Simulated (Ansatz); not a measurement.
Geometry optimisation, Ansatz 0.2.0, RKS BLYP/def2-SVP.

Input file:

```yaml
crystal:
  periodic: [false, false, false]
  atoms:
    - { symbol: Zr, position_ang: [-0.613151, -0.000568, -0.415543] }
    - { symbol: F, position_ang: [0.134562, 0.007591, 2.668684] }
    - { symbol: Cl, position_ang: [1.700616, 0.000517, 0.019826] }
    - { symbol: Cl, position_ang: [-0.950707, 1.867599, -1.787747] }
    - { symbol: Cl, position_ang: [-0.95175, -1.86873, -1.787327] }
    - { symbol: Br, position_ang: [-2.73735, 0.002838, 1.203818] }
    - { symbol: H, position_ang: [-0.71412, -0.009246, 3.05969] }
basis:
  gaussian: { orbitals: def2-SVP }
hamiltonian:
  xc: blyp
relax:
  f_tol: 0.03
  max_steps: 50
```

Launched with:

```bash
$ ansatz run input.yaml --threads 4 --pin off --max-ram 5120MiB --backend cpu --events-out ev --progress --plain --runs-dir out
```

Where does it end, and by what steps?

It converged. After 7 steps the energy has fallen by 0.354 eV; H7 moved furthest, 0.69 Å. Joined: Zr1–F2 (3.17 → 2.32 Å).

| step | energy less start (eV) | largest force component (eV/Å) | accepted |
| --- | --- | --- | --- |
| 0 | 0.0000 | 0.791 | yes |
| 1 | -0.0739 | 0.828 | yes |
| 2 | -0.2012 | 0.448 | yes |
| 3 | -0.2927 | 0.728 | yes |
| 4 | -0.3364 | 0.165 | yes |
| 5 | -0.3509 | 0.136 | yes |
| 6 | -0.3462 | 0.292 | no |
| 7 | -0.3544 | 0.018 | yes |

```xyz
7
Properties=species:S:1:pos:R:3
Zr -0.474 0.000 -0.102
F -0.001 -0.001 2.174
Cl 1.900 0.000 -0.088
Cl -0.930 1.893 -1.410
Cl -0.929 -1.893 -1.410
Br -2.724 0.001 1.376
H -0.973 0.000 2.422
```

Whether the end is a true minimum wasn't checked by a vibrational analysis.

Run time: 17 s on 4 threads of Arm Neoverse V2, on a shared host, peak memory 0.23 GiB.
